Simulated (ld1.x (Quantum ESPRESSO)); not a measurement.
**Transferability test, ultrasoft potential for neon (Ne)**

ld1.x (Quantum ESPRESSO) 7.5 input, shortened:

```
&input
   title='Ne', zed=10., rel=1, dft='PBE', iswitch=3,
   config='[He] 2s2 2p6'
 /
 &inputp
   pseudotype=3, tm=.true., lloc=-1, rcloc=1.50,
   nlcc=.false.,
   which_augfun='PSQ', rmatch_augfun=0.35
 /
4
2S  1  0   2.00   0.00  0.45  0.50  0.0
2S  1  0   0.00  -0.35  0.45  0.50  0.0
2P  2  1   6.00   0.00  1.25  1.75  0.0
2P  2  1   0.00  -0.10  1.25  1.75  0.0
 &test
   configts(1)='2s2 2p6'
 /
```

Energies are relative to the spin-unpolarised reference configuration 2s2 2p6; without spin polarisation the order of configurations can differ from experiment. Not all tests gave a result: test run stopped at test 6 of 6 (negative rho), 1 before it not solved. Left out of the table: 2s2 2p3 (pseudo-atom not self-consistent, printed error -1.1 eV).

| valence configuration | charge | ΔE all-electron (eV) | error AE − PS (meV) |
| --- | --- | --- | --- |
| 2s2 2p5 | +1 | 22.475 | -18 |
| 2s2 2p5.5 | +0.5 | 8.868 | -3.7 |
| 2s1 2p6 | +1 | 45.883 | +87 |

Question: What are ΔE and the potential's error for 2s2 2p4?

Answer: ΔE = 65.744 eV all-electron; the error (AE − PS) is -106 meV.

Levels in the configuration 2s1 2p6:

```csv
level,all-electron (eV),pseudo (eV)
2s,-55.856,-55.724
2p,-32.417,-32.489
```
